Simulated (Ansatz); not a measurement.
## Ansatz (development build ahead of 0.2.0) run

```yaml
crystal:
  periodic: [false, false, false]
  atoms:
    - { symbol: C, position_ang: [0.0, 0.0, 0.0] }
basis:
  gaussian: { orbitals: cc-pVTZ }
magnetization:
  spin_polarized: true
  initial_magnetization: 2
hamiltonian:
  xc: hf
correlation:
  method: mp2
  frozen_orbitals: { C: 1 }
```

The input is written out in the form of the current development build from the run's settings.

Output:

```json
{
 "Converged": "yes",
 "Reference energy": "-37.69157 hartree",
 "Correlation energy": "-0.06692 hartree",
 "Total energy": "-37.75849 hartree",
 "Spin squared of the determinant": "2.009"
}
```
